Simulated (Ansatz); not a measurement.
Species: GeH, charge 0, doublet. GeH (SMILES [GeH], doublet).
B3LYP-D3(BJ)/def2-TZVP minimum from Ansatz (a first-principles code):
```xyz
2

Ge     0.0000     0.0000    -0.0487
H      0.0000     0.0000     1.5577
```
Charge 0, spin multiplicity 2.

Total energies in cc-pV5Z, 5 correlated electrons, 14 frozen orbitals. UHF or UKS for unpaired electrons; spin-orbit terms are left out. Cores are frozen in correlated methods (noble-gas shells, and filled d and f shells in the p block). No relativity.

```json
[
 {"method": "HF", "program": "Ansatz", "energy (Eh)": "-2075.93721", "minus CCSDT(Q) (mEh)": "105.02"},
 {"method": "MP2", "program": "Ansatz", "energy (Eh)": "-2076.02031", "minus CCSDT(Q) (mEh)": "21.93"},
 {"method": "CCSD", "program": "Ansatz", "energy (Eh)": "-2076.03865", "minus CCSDT(Q) (mEh)": "3.59"},
 {"method": "CCSD(T)", "program": "Ansatz", "energy (Eh)": "-2076.04159", "minus CCSDT(Q) (mEh)": "0.64"},
 {"method": "CCSDT(Q)", "program": "Ansatz", "energy (Eh)": "-2076.04223", "minus CCSDT(Q) (mEh)": "0.00"}
]
```

Rough core times of Ansatz's runs on a shared machine: CCSD(T) 80 s, CCSDT(Q) 20 min.
